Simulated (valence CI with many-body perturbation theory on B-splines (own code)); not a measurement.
Values are calculated unless marked as measured or tabulated.
# Energy levels of Sn²⁹⁺

Level of theory: configuration interaction combined with many-body perturbation theory (CI+MBPT): three valence electrons over a frozen Dirac-Fock core [Ar], radial functions for each j: 7 s, 7 p, 8 d, 6 f, 4 g, 1 h, with the one-electron correlation potential Σ1 (screened to all orders), the two-electron term Σ2, the three-electron term Σ3, Breit, model QED; selected single and double excitations, second order for the rest, scaled by the run's own slope (own B-spline code, finite nucleus).

No measured spectrum was set against this ion. As an estimate, large intervals hold to a few tenths of a per cent, small ones and those within an open d or f shell to about a per cent. Only levels of the ground parity were solved; by the run's estimate the other parity begins above the list, which can be wrong where configurations are misplaced.

Levels 1 to 19 of 19, with energies above the lowest level, 3d3 4F_3/2. "Leading %" is the weight of the configuration and term that name the level; weights of strongly mixed levels are sums over their largest components and can fall short, so below about 35 % the name and the second component can differ from the true leading terms, or belong to a minority configuration. In the jj column 3d3/2^4 stands for four electrons in 3d with j = 3/2.

| No. | Configuration | Term | J | E (cm⁻¹) | Leading % | g | Leading jj |
| --- | --- | --- | --- | --- | --- | --- | --- |
| 1 | 3d3 | 4F | 3/2 | 0 | 73 | 0.535 | 3d3/2^3 (83 %) |
| 2 | 3d3 | 4F | 5/2 | 54566 | 92 | 1.037 | 3d3/2^2 3d5/2 (94 %) |
| 3 | 3d3 | 4F | 7/2 | 88322 | 73 | 1.151 | 3d3/2^2 3d5/2 (69 %) |
| 4 | 3d3 | 4P | 3/2 | 98037 | 44 | 1.327 | 3d3/2^2 3d5/2 (87 %) |
| 5 | 3d3 | 2G | 9/2 | 103760 | 40 | 1.152 | 3d3/2^2 3d5/2 (82 %) |
| 6 | 3d3 | 4P | 1/2 | 115210 | 68 | 2.022 | 3d3/2^2 3d5/2 (98 %) |
| 7 | 3d3 | 2G | 7/2 | 163060 | 71 | 0.983 | 3d3/2 3d5/2^2 (78 %) |
| 8 | 3d3 | 2H | 9/2 | 172000 | 52 | 1.101 | 3d3/2 3d5/2^2 (70 %) |
| 9 | 3d3 | 4P | 5/2 | 173010 | 84 | 1.519 | 3d3/2 3d5/2^2 (52 %) |
| 10 | 3d3 | 2D | 3/2 | 197170 | 44 | 1.167 | 3d3/2 3d5/2^2 (96 %) |
| 11 | 3d3 | 2P | 1/2 | 208470 | 68 | 1.306 | 3d3/2 3d5/2^2 (98 %) |
| 12 | 3d3 | 2H | 11/2 | 220550 | 100 | 1.087 | 3d3/2 3d5/2^2 (100 %) |
| 13 | 3d3 | 2D | 5/2 | 237200 | 91 | 1.201 | 3d3/2 3d5/2^2 (68 %) |
| 14 | 3d3 | 2F | 5/2 | 261410 | 79 | 0.953 | 3d3/2 3d5/2^2 (62 %) |
| 15 | 3d3 | 2G | 9/2 | 267440 | 58 | 1.087 | 3d5/2^3 (86 %) |
| 16 | 3d3 | 2F | 7/2 | 270440 | 93 | 1.122 | 3d3/2 3d5/2^2 (91 %) |
| 17 | 3d3 | 2P | 3/2 | 289530 | 57 | 1.198 | 3d5/2^3 (76 %) |
| 18 | 3d3 | 2D | 3/2 | 386770 | 97 | 0.816 | 3d3/2 3d5/2^2 (75 %) |
| 19 | 3d3 | 2D | 5/2 | 399730 | 77 | 1.155 | 3d5/2^3 (75 %) |

Names give the largest LS component (configuration and term), which can be under half, so a name can repeat, a term be missing and a line seem to break the LS rules; names also repeat where a configuration has a term twice.

The ionisation energy to 3d2 3F_2 of the next ion comes out as 1677.3 eV (NIST: 1676 ± 4 eV (theoretical)). All 19 levels together are meant to be complete up to 415720 cm⁻¹.
